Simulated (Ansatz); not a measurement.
Consider the formal exchange of groups at the Si–Si bond: `[AlH2][CH2][SiH2][SiH3]` + `[GeH3][SiH2][GeH2][GeH3]` → `[SiH3][GeH2][GeH2][SiH2][GeH3]` + `[AlH2][CH2][SiH3]`.

Program: Ansatz. Geometries: PBE0-D4/def2-TZVP. ΔE: electronic, gas phase. CCSD(T)/CBS adds triple-zeta CCSD(T) − MP2 to the extrapolated MP2 energy (def2 sets, frozen cores). Functionals use def2-TZVPP. HSE06 is defined as in plane-wave codes. For Ge outer-core shells are correlated without core-valence functions, which leaves a few kJ/mol of doubt a bond. Scalar relativity is left out up to krypton. One conformer a species, not always the lowest.

```csv
level,ΔE (kJ/mol),difference from CCSD(T)/CBS
r2SCANh-D4,-13.3,7.2
HSE06-D4,-11.4,9.1
CAM-B3LYP-D4,-21.1,-0.6
ωB97X-V,-16.8,3.7
ωB97M-V,-17.9,2.6
B2PLYP,-22.8,-2.3
revPBE,-12.5,8.0
r2SCANh,-12.7,7.8
CAM-B3LYP,-20.4,0.1
LC-ωPBE,-11.4,9.1
CCSD/def2-SVP,-25.8,-5.3
MP2/def2-TZVPP,-25.5,-5.0
SCS-MP2/def2-QZVPP,-26.0,-5.5
HF/CBS(def2),-32.3,-11.8
MP2/CBS(def2),-25.3,-4.8
CCSD/CBS(def2),-22.6,-2.1
CCSD(T)/CBS,-20.5,0
```

Largest T1 diagnostic among the species: 0.012.

At CCSD(T), def2-SVP lies −3.9 kJ/mol from the extrapolated value and def2-TZVPP −0.3 kJ/mol. In def2-TZVPP, CCSD(T) changes the Hartree–Fock value by +12.5 kJ/mol (the triples alone add +2.1 kJ/mol) and MP2 by +7.7 kJ/mol. Leaving LDA and LC-ωPBE aside and taking each functional with its dispersion term where it has one, the values, not all of them listed here, spread over 16.2 kJ/mol, from BHLYP-D4 to B97M-V. LDA lies +11.0 kJ/mol from PBE without D4.

CCSD(T)/CBS has its own doubt, a few kJ/mol and more with outer-core shells, so smaller differences from it don't rank the levels.
